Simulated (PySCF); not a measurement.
Can point charges reproduce the dipole moment of `C=Cc1n(C(C)=C=C)ccc1`?

Coordinates (GFN2-xTB, Å) and charges (e) from the PBE0/pcSseg-1 density (PySCF):

```json
{"atom": "C1", "x": "-1.753", "y": "-1.242", "z": "2.126", "Mulliken": "-0.1112", "IAO": "-0.3323", "Hirshfeld": "-0.0969", "ESP-fitted": "-0.4499"}
{"atom": "C2", "x": "-1.447", "y": "-0.868", "z": "0.926", "Mulliken": "-0.1680", "IAO": "-0.0174", "Hirshfeld": "-0.0100", "ESP-fitted": "+0.0244"}
{"atom": "C3", "x": "-1.195", "y": "-0.531", "z": "-0.312", "Mulliken": "+0.0225", "IAO": "+0.0604", "Hirshfeld": "+0.0473", "ESP-fitted": "+0.0807"}
{"atom": "C4", "x": "-2.024", "y": "-1.071", "z": "-1.449", "Mulliken": "-0.1910", "IAO": "-0.4223", "Hirshfeld": "-0.1129", "ESP-fitted": "-0.5592"}
{"atom": "N5", "x": "-0.165", "y": "0.359", "z": "-0.662", "Mulliken": "-0.6898", "IAO": "-0.0515", "Hirshfeld": "+0.0024", "ESP-fitted": "+0.1556"}
{"atom": "C6", "x": "-0.246", "y": "1.264", "z": "-1.678", "Mulliken": "+0.1567", "IAO": "-0.1202", "Hirshfeld": "-0.0350", "ESP-fitted": "-0.2628"}
{"atom": "C7", "x": "0.898", "y": "2.015", "z": "-1.698", "Mulliken": "-0.1316", "IAO": "-0.2101", "Hirshfeld": "-0.0948", "ESP-fitted": "-0.2848"}
{"atom": "C8", "x": "1.714", "y": "1.550", "z": "-0.656", "Mulliken": "-0.1804", "IAO": "-0.2114", "Hirshfeld": "-0.0906", "ESP-fitted": "-0.2552"}
{"atom": "C9", "x": "1.043", "y": "0.525", "z": "-0.018", "Mulliken": "+0.2662", "IAO": "+0.0423", "Hirshfeld": "+0.0183", "ESP-fitted": "+0.1042"}
{"atom": "C10", "x": "1.493", "y": "-0.333", "z": "1.047", "Mulliken": "-0.1530", "IAO": "-0.1439", "Hirshfeld": "-0.0589", "ESP-fitted": "-0.1934"}
{"atom": "C11", "x": "2.537", "y": "-0.081", "z": "1.831", "Mulliken": "-0.1276", "IAO": "-0.3280", "Hirshfeld": "-0.1114", "ESP-fitted": "-0.4360"}
{"atom": "H12", "x": "-2.473", "y": "-0.700", "z": "2.721", "Mulliken": "+0.1524", "IAO": "+0.1733", "Hirshfeld": "+0.0603", "ESP-fitted": "+0.2022"}
{"atom": "H13", "x": "-1.296", "y": "-2.099", "z": "2.600", "Mulliken": "+0.1478", "IAO": "+0.1668", "Hirshfeld": "+0.0599", "ESP-fitted": "+0.2037"}
{"atom": "H14", "x": "-2.609", "y": "-1.920", "z": "-1.108", "Mulliken": "+0.1363", "IAO": "+0.1658", "Hirshfeld": "+0.0522", "ESP-fitted": "+0.1880"}
{"atom": "H15", "x": "-2.711", "y": "-0.313", "z": "-1.823", "Mulliken": "+0.1399", "IAO": "+0.1528", "Hirshfeld": "+0.0492", "ESP-fitted": "+0.1738"}
{"atom": "H16", "x": "-1.375", "y": "-1.385", "z": "-2.265", "Mulliken": "+0.1404", "IAO": "+0.1591", "Hirshfeld": "+0.0487", "ESP-fitted": "+0.1751"}
{"atom": "H17", "x": "-1.112", "y": "1.330", "z": "-2.305", "Mulliken": "+0.0912", "IAO": "+0.1570", "Hirshfeld": "+0.0523", "ESP-fitted": "+0.2014"}
{"atom": "H18", "x": "1.124", "y": "2.807", "z": "-2.384", "Mulliken": "+0.0768", "IAO": "+0.1581", "Hirshfeld": "+0.0505", "ESP-fitted": "+0.2013"}
{"atom": "H19", "x": "2.693", "y": "1.909", "z": "-0.410", "Mulliken": "+0.0661", "IAO": "+0.1552", "Hirshfeld": "+0.0495", "ESP-fitted": "+0.1935"}
{"atom": "H20", "x": "0.932", "y": "-1.249", "z": "1.181", "Mulliken": "+0.1337", "IAO": "+0.1511", "Hirshfeld": "+0.0343", "ESP-fitted": "+0.1724"}
{"atom": "H21", "x": "3.110", "y": "0.826", "z": "1.741", "Mulliken": "+0.1131", "IAO": "+0.1441", "Hirshfeld": "+0.0421", "ESP-fitted": "+0.1834"}
{"atom": "H22", "x": "2.851", "y": "-0.774", "z": "2.592", "Mulliken": "+0.1093", "IAO": "+0.1512", "Hirshfeld": "+0.0435", "ESP-fitted": "+0.1816"}
```

Task: What dipole does each set of charges give (1 e·Å = 4.803 D), and what does the density give?

Result: The full density gives (-1.67, -1.07, -0.16) D, 1.99 D in size; dipole vectors point from the negative to the positive end.

```tsv
scheme	μx	μy	μz	size (D)	share of the full size (%)	angle to the full dipole (°)
Mulliken	-1.80	-2.54	1.48	3.45	173	37
IAO	-1.90	-1.31	-0.24	2.32	116	2
Hirshfeld	-1.79	-0.95	-0.13	2.03	102	5
ESP-fitted	-1.66	-1.09	-0.17	1.99	100	1
```

Task: Which set comes closest?

Result: Length of the difference vector: ESP-fitted 0.02 D, Hirshfeld 0.16 D, IAO 0.34 D, Mulliken 2.20 D. Closest: ESP-fitted. 

Task: What is left for the Hirshfeld atoms' own dipoles?

Result: The shares of the density sum to the whole, so what Σ q r misses lies in dipoles about the nuclei. The atomic dipoles sum to (-1.67, -1.07, -0.16) − (-1.79, -0.95, -0.13) = (0.12, -0.12, -0.03) D, 0.16 D in size.

Task: With the origin at the mean of the coordinates, (0.000, 0.001, 0.000) Å, which are the largest single terms, by size, of the Hirshfeld dipole along the direction of the full one?

Result: C4 -1.30, C11 +1.19, C8 +0.97, C1 -0.92, H14 +0.83 D; all 22 atoms together +2.02 D. The single terms depend on the origin, their sum doesn't.

Task: Give the size of the full dipole in other units.

Result: 1.99 D = 0.784 au = 0.415 e·Å = 6.65 × 10⁻³⁰ C·m.

Isolated species at its GFN2-xTB geometry (one conformer only).

Shape of the structure used: `[CH2:1]=[C:2]=[C:3]([CH3:4])[n:5]1[cH:6][cH:7][cH:8][c:9]1[CH:10]=[CH2:11]`: C2–C3–N5–C6 -144°, C8–C9–C10–C11 17°.
